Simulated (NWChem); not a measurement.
System: C$_{3}$H$_{3}$F$_{3}$; SMILES C=CC(F)(F)F

Output (shortened):

```
             Northwest Computational Chemistry Package (NWChem) 7.3.0
             --------------------------------------------------------

 CS  symmetry detected

                             Geometry "geometry" -> ""
                             -------------------------

 Output coordinates in angstroms (scale by  1.889725989 to convert to a.u.)

  No.       Tag          Charge          X              Y              Z
 ---- ---------------- ---------- -------------- -------------- --------------
    1 C                    6.0000    -0.00985552    -2.11360286     0.00000000
    2 C                    6.0000     0.66828268    -0.96978717     0.00000000
    3 C                    6.0000     0.01140198     0.37502057     0.00000000
    4 F                    9.0000    -1.33476229     0.29964061     0.00000000
    5 F                    9.0000     0.37955941     1.09387274     1.08597400
    6 F                    9.0000     0.37955941     1.09387274    -1.08597400
    7 H                    1.0000     0.50266813    -3.07056614     0.00000000
    8 H                    1.0000    -1.09511056    -2.13109014     0.00000000
    9 H                    1.0000     1.75425885    -0.93460175     0.00000000

 Effective nuclear repulsion energy (a.u.)     251.1578916444

      Symmetry information
      --------------------

 Group name             Cs
 Group number              2
 Group order               2
 No. of unique centers     8

  pbe96 is a nonlocal functional; adding pw91lda local functional.

                                 NWChem DFT Module
                                 -----------------

 Summary of "ao basis" -> "ao basis" (spherical)
 ------------------------------------------------------------------------------
       Tag                 Description            Shells   Functions and Types
 ---------------- ------------------------------  ------  ---------------------
 C                           6-31g*                  6       14   3s2p1d
 F                           6-31g*                  6       14   3s2p1d
 H                           6-31g*                  2        2   2s

      Symmetry analysis of basis
      --------------------------

        a'         60
        a"         30

            General Information
            -------------------
          SCF calculation type: DFT
          Wavefunction type:  closed shell.
          No. of atoms     :     9
          No. of electrons :    48
           Alpha electrons :    24
            Beta electrons :    24
          Charge           :     0
          Spin multiplicity:     1
          Use of symmetry is: off; symmetry adaption is: on
          Maximum number of iterations: 150
          AO basis - number of functions:    90
                     number of shells:    42
          Convergence on energy requested:  1.00D-06
          Convergence on density requested:  1.00D-05
          Convergence on gradient requested:  5.00D-04

              XC Information
              --------------
          PerdewBurkeErnzerhof Exchange Functional  1.000
            Perdew 1991 LDA Correlation Functional  1.000 local
           PerdewBurkeErnz. Correlation Functional  1.000 non-local

             Grid Information
             ----------------
          Grid used for XC integration:  medium
          Radial quadrature: Mura-Knowles
          Angular quadrature: Lebedev.
          Tag              B.-S. Rad. Rad. Pts. Rad. Cut. Ang. Pts.
          ---              ---------- --------- --------- ---------
          C                   0.70       49          10.0       434
          F                   0.50       49          11.0       434
          H                   0.35       45           9.0       434
          Grid pruning is: on
          Number of quadrature shells:   429
          Spatial weights used:  Erf1

      Superposition of Atomic Density Guess
      -------------------------------------

 Sum of atomic energies:        -412.59245613

      Non-variational initial energy
      ------------------------------

 Total energy =    -414.874574
 1-e energy   =   -1070.761880
 2-e energy   =     404.729415
 HOMO         =      -0.323866
 LUMO         =       0.014732

      Symmetry analysis of molecular orbitals - initial
      -------------------------------------------------

  Numbering of irreducible representations:

     1 a'          2 a"

  Orbital symmetries:

     1 a'          2 a'          3 a"          4 a'          5 a'
     6 a'          7 a'          8 a'          9 a"         10 a'
    11 a'         12 a'         13 a'         14 a"         15 a'
    16 a'         17 a"         18 a'         19 a"         20 a"
    21 a'         22 a'         23 a'         24 a"         25 a"
    26 a'         27 a'         28 a'         29 a'         30 a'
    31 a"         32 a'         33 a'         34 a'

   convergence    iter        energy       DeltaE   RMS-Dens  Diis-err
 ---------------- ----- ----------------- --------- --------- ---------
 d= 0,ls=0.0,diis     1   -414.9958506867 -6.66D+02  2.08D-02  1.83D+00
 d= 0,ls=0.0,diis     2   -414.6041286625  3.92D-01  1.30D-02  6.78D+00
 d= 0,ls=0.0,diis     3   -415.1820901163 -5.78D-01  3.49D-03  7.04D-02
 d= 0,ls=0.0,diis     4   -415.1768761819  5.21D-03  2.35D-03  9.70D-02
 d= 0,ls=0.0,diis     5   -415.1893643487 -1.25D-02  5.80D-04  6.17D-03
  Resetting Diis
 d= 0,ls=0.0,diis     6   -415.1900545545 -6.90D-04  1.10D-04  1.21D-04
 d= 0,ls=0.0,diis     7   -415.1900692252 -1.47D-05  6.39D-05  1.46D-05
 d= 0,ls=0.0,diis     8   -415.1900662848  2.94D-06  4.07D-05  4.86D-05
 d= 0,ls=0.0,diis     9   -415.1900705887 -4.30D-06  4.62D-06  4.23D-07
 d= 0,ls=0.0,diis    10   -415.1900706332 -4.45D-08  1.47D-06  2.28D-08

         Total DFT energy =     -415.190070633151
      One electron energy =    -1072.701497971757
           Coulomb energy =      454.712595117878
    Exchange-Corr. energy =      -48.359059423663
 Nuclear repulsion energy =      251.157891644390

 Numeric. integr. density =       47.999993584938

                  Occupations of the irreducible representations
                  ----------------------------------------------

                     irrep           alpha         beta
                     --------     --------     --------
                     a'               17.0         17.0
                     a"                7.0          7.0

                       DFT Final Molecular Orbital Analysis
                       ------------------------------------

[...]

                                NWChem TDDFT Module
                                -------------------

            General Information
            -------------------
           No. of orbitals :     180
            Alpha orbitals :      90
             Beta orbitals :      90
        Alpha frozen cores :       0
         Beta frozen cores :       0
     Alpha frozen virtuals :       0
      Beta frozen virtuals :       0
         Spin multiplicity :       1
    Number of AO functions :      90
        Use of symmetry is : off
      Symmetry adaption is : on
         Schwarz screening :  0.10D-07

              XC Information
              --------------
   PerdewBurkeErnzerhof Exchange Functional   1.00
     Perdew 1991 LDA Correlation Functional   1.00 local
    PerdewBurkeErnz. Correlation Functional   1.00 non-local

             TDDFT Information
             -----------------
          Calculation type : TDDFT
         Wavefunction type : Restricted singlets
          No. of electrons :      48
           Alpha electrons :      24
            Beta electrons :      24
              No. of roots :       8
          Max subspacesize :    5600
            Max iterations :     100
               Target root :       1
           Target symmetry : none
      Symmetry restriction : off
                 Algorithm : Optimal
        Davidson threshold :  0.10D-03

    8 smallest eigenvalue differences (eV)
--------------------------------------------------------
  No. Spin  Occ  Vir  Irrep   E(Occ)    E(Vir)   E(Diff)
--------------------------------------------------------
    1    1   24   25 a'       -0.260    -0.050     5.729
    2    1   23   25 a"       -0.312    -0.050     7.118
    3    1   22   25 a'       -0.324    -0.050     7.455
    4    1   21   25 a"       -0.342    -0.050     7.959
    5    1   20   25 a'       -0.348    -0.050     8.112
    6    1   19   25 a"       -0.363    -0.050     8.524
    7    1   18   25 a"       -0.380    -0.050     8.989
    8    1   17   25 a'       -0.382    -0.050     9.040
--------------------------------------------------------

  Entering Davidson iterations
  Restricted singlet excited states

  Iter   NTrls   NConv    DeltaV     DeltaE      Time
  ----  ------  ------  ---------  ---------  ---------
    1      8       0     0.41E+00   0.10+100        2.7
    2     16       0     0.59E-01   0.24E-01        2.7
    3     32       0     0.17E-01   0.16E-02        5.7
    4     48       0     0.66E-02   0.12E-03        5.4
    5     64       0     0.24E-02   0.18E-04        5.6
    6     80       0     0.94E-03   0.22E-05        5.9
    7     96       3     0.37E-03   0.35E-06        6.1
    8    106       5     0.17E-03   0.40E-07        4.4
    9    112       8     0.82E-04   0.57E-08        2.9
  ----  ------  ------  ---------  ---------  ---------
  Convergence criterion met

  Ground state a'       -415.190070633151 a.u.

  ----------------------------------------------------------------------------
  Root   1 singlet a"             0.270924195 a.u.                7.3722 eV
  ----------------------------------------------------------------------------
     Transition Moments    X -0.00000   Y -0.00000   Z  0.12231
     Dipole Oscillator Strength                    0.0027018737
     Electric Quadrupole                           0.0000000647
     Magnetic Dipole                               0.0000010147
     Total Oscillator Strength                     0.0027029532

     Occ.   23  a'  ---  Virt.   25  a"   0.99631 X
  ----------------------------------------------------------------------------
  Root   2 singlet a'             0.275791296 a.u.                7.5047 eV
  ----------------------------------------------------------------------------
     Transition Moments    X  0.01921   Y -0.11485   Z -0.00000
     Dipole Oscillator Strength                    0.0024932274
     Electric Quadrupole                           0.0000000461
     Magnetic Dipole                               0.0000000013
     Total Oscillator Strength                     0.0024932748

     Occ.   20  a"  ---  Virt.   25  a"   0.08609 X
     Occ.   22  a"  ---  Virt.   25  a"   0.98514 X
     Occ.   24  a"  ---  Virt.   25  a"  -0.14290 X
  ----------------------------------------------------------------------------
  Root   3 singlet a'             0.283194772 a.u.                7.7061 eV
  ----------------------------------------------------------------------------
     Transition Moments    X -0.29489   Y -1.10064   Z -0.00000
     Dipole Oscillator Strength                    0.2451280021
     Electric Quadrupole                           0.0000009231
     Magnetic Dipole                               0.0000008593
     Total Oscillator Strength                     0.2451297845

     Occ.   20  a"  ---  Virt.   25  a"   0.52107 X
     Occ.   22  a"  ---  Virt.   25  a"  -0.16635 X
     Occ.   24  a"  ---  Virt.   25  a"  -0.83154 X
     Occ.   24  a"  ---  Virt.   25  a"   0.12237 Y
     Occ.   24  a"  ---  Virt.   30  a"   0.05195 X
  ----------------------------------------------------------------------------
  Root   4 singlet a"             0.293447418 a.u.                7.9851 eV
  ----------------------------------------------------------------------------
     Transition Moments    X -0.00000   Y  0.00000   Z -0.02495
     Dipole Oscillator Strength                    0.0001217751
     Electric Quadrupole                           0.0000000011
     Magnetic Dipole                               0.0000001483
     Total Oscillator Strength                     0.0001219246

     Occ.   21  a'  ---  Virt.   25  a"   0.99897 X
  ----------------------------------------------------------------------------
  Root   5 singlet a'             0.311596905 a.u.                8.4790 eV
  ----------------------------------------------------------------------------
     Transition Moments    X -0.35061   Y -0.64222   Z  0.00000
     Dipole Oscillator Strength                    0.1112130752
     Electric Quadrupole                           0.0000009319
     Magnetic Dipole                               0.0000005387
     Total Oscillator Strength                     0.1112145457

     Occ.   17  a"  ---  Virt.   25  a"  -0.10340 X
     Occ.   20  a"  ---  Virt.   25  a"  -0.84050 X
     Occ.   24  a"  ---  Virt.   25  a"  -0.51305 X
     Occ.   24  a"  ---  Virt.   25  a"   0.09930 Y
     Occ.   24  a"  ---  Virt.   30  a"   0.10336 X
  ----------------------------------------------------------------------------
  Root   6 singlet a"             0.320670429 a.u.                8.7259 eV
  ----------------------------------------------------------------------------
     Transition Moments    X  0.00000   Y -0.00000   Z -0.08416
     Dipole Oscillator Strength                    0.0015140614
     Electric Quadrupole                           0.0000001175
     Magnetic Dipole                               0.0000042678
     Total Oscillator Strength                     0.0015184467

     Occ.   18  a'  ---  Virt.   25  a"   0.10932 X
     Occ.   19  a'  ---  Virt.   25  a"   0.97738 X
     Occ.   24  a"  ---  Virt.   26  a'   0.15822 X
     Occ.   24  a"  ---  Virt.   27  a'   0.06976 X
  ----------------------------------------------------------------------------
  Root   7 singlet a"             0.333481674 a.u.                9.0745 eV
  ----------------------------------------------------------------------------
     Transition Moments    X  0.00000   Y  0.00000   Z  0.10527
     Dipole Oscillator Strength                    0.0024637007
     Electric Quadrupole                           0.0000000426
     Magnetic Dipole                               0.0000001117
     Total Oscillator Strength                     0.0024638549

     Occ.   18  a'  ---  Virt.   25  a"   0.97398 X
     Occ.   19  a'  ---  Virt.   25  a"  -0.07313 X
     Occ.   24  a"  ---  Virt.   26  a'  -0.19882 X
  ----------------------------------------------------------------------------
  Root   8 singlet a'             0.336021390 a.u.                9.1436 eV
  ----------------------------------------------------------------------------
     Transition Moments    X  0.01759   Y -0.11142   Z  0.00000
     Dipole Oscillator Strength                    0.0028501874
     Electric Quadrupole                           0.0000000686
     Magnetic Dipole                               0.0000000158
     Total Oscillator Strength                     0.0028502719

     Occ.   17  a"  ---  Virt.   25  a"  -0.99088 X
     Occ.   20  a"  ---  Virt.   25  a"   0.08671 X

              Target root =      1
          Target symmetry = none
      Ground state energy =   -415.190070633151
        Excitation energy =      0.270924194648
     Excited state energy =   -414.919146438503

  stored tddft:energy   -414.91914643850339
```

Level: PBE/6-31G* (spherical d), full TDDFT. Structure relaxed at the B3LYP/6-31G* (spherical d) level.

Problem. Reconstruct the input file.

Solution. This is not unique; one that fits is the input that was run:
```
start job
memory heap 200 mb stack 900 mb global 1100 mb
geometry units angstroms noautoz
  C     -0.030773    -2.111996     0.000000
  C      0.658829    -0.975055     0.000000
  C      0.015500     0.376288     0.000000
  F     -1.331354     0.314444     0.000000
  F      0.390865     1.091403     1.085974
  F      0.390865     1.091403    -1.085974
  H      0.472105    -3.074063     0.000000
  H     -1.116149    -2.118573     0.000000
  H      1.745104    -0.950788     0.000000
end
basis spherical
  * library 6-31g*
end
dft
  xc xpbe96 cpbe96
  iterations 150
end
tddft
  nroots 8
  notriplet
end
task tddft energy
```
